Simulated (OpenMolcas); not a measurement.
Fe2+ (d6) on a cation site of an ionic host was computed by CASSCF with the d shell active (OpenMolcas, ANO-RCC-VTZP on the metal). Its lowest spin-free states, and all those of the highest spin:

| 2S+1 | Degeneracy | E (cm-1) |
| --- | --- | --- |
| 5 | 3 | 0.0 |
| 5 | 2 | 6819 |
| 3 | 3 | 18187 |
| 3 | 3 | 20933 |
| 3 | 3 | 23195 |
| 1 | 1 | 23646 |
| 3 | 2 | 25708 |
| 3 | 3 | 26001 |
| 3 | 3 | 26572 |
| 1 | 3 | 28212 |
| 3 | 1 | 30002 |
| 3 | 3 | 30091 |

Q: Is the site octahedral, tetrahedral or cube-like, axial, or of lower symmetry?

A: The states with 2S+1 = 5 have orbital degeneracies 3, 2. Threefold states need a cubic site. For d6 at this spin an octahedron puts the threefold T2 below the twofold E and a tetrahedron or cube puts the twofold E below the threefold T2, so the site is octahedral. The first gap at this spin, 6820 cm-1, is |10Dq| in ligand-field theory. The run had Fe2+ with its 6 nearest fluoride ions at 2.121 Å, on the Y site of Cs2NaYF6 (a = 9.075 Å, distance in the model lattice 2.178 Å). The rest of the host is ab initio model potentials to 7.6 Å, with orthogonalisation functions on the cations behind the ligands, and point charges beyond; the distance is set by hand and nothing relaxes, and no local charge compensation is placed. Ligand basis ANO-RCC-VDZP.

An orbital triplet at a regular site is open to Jahn-Teller coupling, which can distort the site and quench the lowest spin-orbit gaps and is left out. Without dynamic correlation the repulsion within the d shell is too large (B by tens of per cent), so at a given field states of lower spin stand too high. Ligand-to-metal charge-transfer states are missing. With no ligand orbital active B as a rule stays too high, so bands that hang on it stand too high and its fall with covalency is understated. With metal d orbitals alone and no dynamic correlation 10Dq can be off by a tenth to a fifth, either way, in oxide and fluoride hosts. No measured value stands beside these numbers; the geometry was set by hand and not optimised.
